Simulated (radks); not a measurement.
Task: S2+, 14 electrons, occupied as [Ne] 3s1 3p2 3d1 (not the ground configuration). All-electron calculation, scalar-relativistic Kohn-Sham, PBE, spin-unpolarised, spherical densities, point nucleus. Program: a radial shooting solver on a logarithmic mesh with Libxc functionals. Some entries of the table are withheld. Estimate them.

orbital  occ.  eigenvalue (eV)  <r^2> (bohr^2)
1s          2              (1)         0.01263
2s          2        -241.6671          0.2716
2p          6        -186.6243          0.2426
3s          1         -41.5159           2.779
3p          2              (2)           3.483
3d          1         -14.5726             (3)

Result: 
(1) 1s eigenvalue (eV): -2437.767
(2) 3p eigenvalue (eV): -29.9185
(3) 3d <r^2> (bohr^2): 6.196
